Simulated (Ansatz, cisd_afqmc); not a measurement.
System: SiAsH$_{5}$, charge 0, singlet. SiAsH5 (SMILES [SiH3][AsH2]).
B3LYP-D3(BJ)/def2-TZVP minimum from Ansatz (a program for electronic structure):
```xyz
7

Si    -1.5373     0.1376     0.3254
As     0.7729    -0.0588    -0.2222
H     -2.2860    -0.8593    -0.4750
H     -1.9869     1.4962    -0.0582
H     -1.8237    -0.0802     1.7618
H      0.9199    -1.3459     0.5839
H      1.1929     0.8037     0.9642
```

Total energies in def2-SVP, 14 correlated electrons, 19 frozen orbitals. UHF or UKS for unpaired electrons; spin-orbit terms are left out. Correlated methods leave the cores frozen (noble-gas shells, and filled d and f shells in the p block). No relativity. The Monte Carlo rows (phaseless AFQMC, CISD trial, step 0.005/hartree) carry one-sigma bars that omit the constraint's bias. Outlying blocks are dropped, and bars are widened where a walk drifts. Over all cases where full CI ran beside it in this data, AFQMC minus full CI had a median of +0.1 mEh and passed +0.4 mEh in a tenth of the cases.

| method | program | energy (Eh) | minus CCSDT(Q) (mEh) |
|---|---|---|---|
| HF | Ansatz | -2525.66679 | 276.92 |
| MP2 | Ansatz | -2525.88947 | 54.23 |
| CCSD | Ansatz | -2525.93526 | 8.45 |
| CCSD(T) | Ansatz | -2525.94230 | 1.40 |
| CCSDT(Q) | Ansatz | -2525.94370 | 0.00 |
| AFQMC/CISD | cisd_afqmc | -2525.9433 ± 0.0004 | 0.4 ± 0.4 |

Rough core times of Ansatz's runs on a shared machine: CCSD(T) under 20 s, CCSDT(Q) 30 s.
